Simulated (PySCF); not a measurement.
**BeP⁻: from constants to spectrum**

UHF-CCSD(T) constants of BeP⁻, ³Π (triplet), unpaired electrons σ ↑, π ↑ (Be aug-cc-pVDZ, P aug-cc-pV(D+d)Z; no relativity (PySCF 2.14); masses 9.0122 and 30.9738 u):

```
ωe              : 695.4 cm⁻¹
ωexe            : 5.57 cm⁻¹
Be              : 0.60581 cm⁻¹
αe              : 0.00620 cm⁻¹
D (centrifugal) : 1.84e-06 cm⁻¹
```

(1) Give the vibrational terms G(v) and spacings up to v = 6.

Correlated steps freeze 5 core orbitals. The state was picked by a PBE0 search and need not be the measured ground state.

Results:

(1) G(v) = ωe(v+½) − ωexe(v+½)².

```tsv
v	G(v) (cm⁻¹)	G(v) − G(v−1)	Bv (cm⁻¹)
0	346.3		0.6027
1	1030.6	684.3	0.5965
2	1703.7	673.1	0.5903
3	2365.7	662.0	0.5841
4	3016.5	650.8	0.5779
5	3656.2	639.7	0.5717
6	4284.8	628.6	0.5655
```
